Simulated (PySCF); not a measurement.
Ge(H)2(Me)(vinyl) (C₃H₈Ge), SMILES [CH3][GeH2][CH]=C. Atoms are numbered in the order given.

```xyz
12

Ge     0.4238    -0.5012     0.0000
C     -1.4167    -1.1494     0.0000
C      0.4488     1.4420     0.0000
C     -0.6545     2.1954     0.0000
H      1.1749    -1.0225    -1.2452
H      1.1749    -1.0225     1.2452
H     -1.9504    -0.7944     0.8936
H     -1.4332    -2.2486     0.0000
H     -1.9504    -0.7944    -0.8936
H      1.4247     1.9443     0.0000
H     -1.6592     1.7575     0.0000
H     -0.6099     3.2906     0.0000
```

Geometry: PBE0-D3(BJ)/def2-SVP. This is a generated structure with no PubChem entry under its InChIKey; it may be hypothetical. One conformer was computed; it need not be the lowest.

Calculation: HF/def2-TZVP run with PySCF.

The molecule is in vacuum.

Computed frontier levels, gap, dipole moment and polarisability:
```
Quantity                                                                                                       Result
---------------------------------------------------------------------------------------------  ----------------------
highest occupied level                                                                                      -10.19 eV
lowest empty level                                                                                            3.52 eV
orbital gap                                                                                                  13.70 eV
dipole moment                                                                                                  0.69 D
quadrupole, principal values (traceless, Buckingham form, about the centre of nuclear charge)   -3.63, 0.90, 2.74 D·Å
mean static polarisability                                                                       64.4 bohr³ (9.55 Å³)
polarisability, principal values                                                               51.3, 64.5, 77.4 bohr³
```
